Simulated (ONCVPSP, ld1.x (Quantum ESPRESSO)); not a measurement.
## Potentials for W compared

Generated with ld1.x 7.5 (TM, RRKJ, ultrasoft, PAW), atompaw 4.2 or ONCVPSP 4.0.1. The cutoff is in Ry: for ld1.x and atompaw files where the sum of valence levels is converged to 10 mRy in a Bessel basis, for ONCV files where the hardest occupied wave has 1 mHa per electron of residual kinetic energy. The error is the largest all-electron minus pseudo excitation energy over each file’s own four to seven test configurations (ionisations up to +4, promotions, holes and added fractions of an electron), all of which were solved. The labels leave out finer settings (local radius, basis sizes, second energies), which also bear on the numbers. Spin-polarised tests are not counted. The rows are a selection from randomly drawn settings: files with unsolved tests, undetermined cutoffs or missed reference levels are left out.

A true bound ghost makes a file unfit for plane-wave use even where its test errors are small: the radial tests pick states by their node count and pass the ghost by.

| potential | cutoff (Ry) | largest error (meV) | bound ghosts |
| --- | --- | --- | --- |
| ONCV, PBEsol, fully relativistic, rc 1.70/1.90/2.00 (spd), local smoothed, core correction no, reference 5s2 5p6 5d4 6s2, qcut 5.8/7.6/8.2, projectors 2/3/2 | 32 | -3.0 | none |
| PAW, LDA (PZ), scalar-relativistic, rc 2.50/2.05/1.55 (spd), local smoothed, core correction yes, reference 5p6 5d4 6s1.75 6p0 | 40 | +8.5 | none |
| ONCV, PBEsol, scalar-relativistic, rc 1.75/1.85/1.75 (spd), local d, core correction yes, reference 5s2 5p6 5d4 6s1 6p1, qcut 8.1/7/8.7, projectors 2/3/0 | 48 | -5.5 | none |

(1) Fill in the row for W: ONCV, PBE, scalar-relativistic, rc 2.75/2.20/2.55 (spd), local smoothed, core correction no, reference 5p6 5d4 6s1.75 6p0.25, qcut 2/7.8/5.9, projectors 3/2/3.

(2) Fill in the row for W: ONCV, PBE, scalar-relativistic, rc 1.90/1.70/2.65 (spd), local smoothed, core correction yes, reference 5s2 5p6 5d4.5 6s1.5, qcut 5.8/9.8/6.2, projectors 3/3/2.

(3) Fill in the row for W: ONCV, LDA (Perdew-Zunger), fully relativistic, rc 1.65/1.60/2.35 (spd), local smoothed, core correction no, reference 5s2 5p6 5d4 6s2, qcut 9.1/9.9/6.9, projectors 2/3/2.

Answers

(1) cutoff 25 Ry, largest error -10 meV, bound ghosts: none.

(2) cutoff 53 Ry, largest error -9.8 meV, bound ghosts: none.

(3) cutoff 52 Ry, largest error +5.0 meV, bound ghosts: s.
